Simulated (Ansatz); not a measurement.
`[CH3][InH][CH2][SiH3]` + `C=CS` → `C=CSC[SiH3]` + `[CH3][InH2]`  (substitution at a C–In bond)

Gas-phase electronic energies from Ansatz, PBE0-D4/def2-TZVP geometries. CCSD(T)/CBS is the MP2 limit (def2-TZVPP, def2-QZVPP) plus CCSD(T) − MP2 in def2-TZVPP, frozen cores. This one scheme is used for every species. DFT in def2-TZVPP. Elements past krypton have def2 core potentials. For In outer-core shells are correlated without core-valence functions, which leaves a few kJ/mol of doubt a bond. One conformer a species, not always the lowest.

```tsv
level	ΔE (kJ/mol)
ωB97X-V	38.5
CCSD/def2-TZVPP	48.3
```

Question: What does CCSD(T)/CBS give? (An estimate is asked.)

Answer: Ansatz gave: +49.3 kJ/mol. The listed levels differ from it by -10.8, -1.0 kJ/mol.

Largest T1 diagnostic among the species: 0.013.

The D4 term adds −5.1 kJ/mol with B3LYP and −2.7 kJ/mol with PBE0; it sums over pairs of atoms, weighted by their polarisabilities, and B3LYP, whose exchange is more repulsive, gets the larger term. In def2-TZVPP, CCSD(T) changes the Hartree–Fock value by +7.7 kJ/mol (the triples alone add −0.4 kJ/mol) and MP2 by +10.5 kJ/mol.

B3LYP here is the variant with VWN-RPA as its local correlation; programs differ in this.
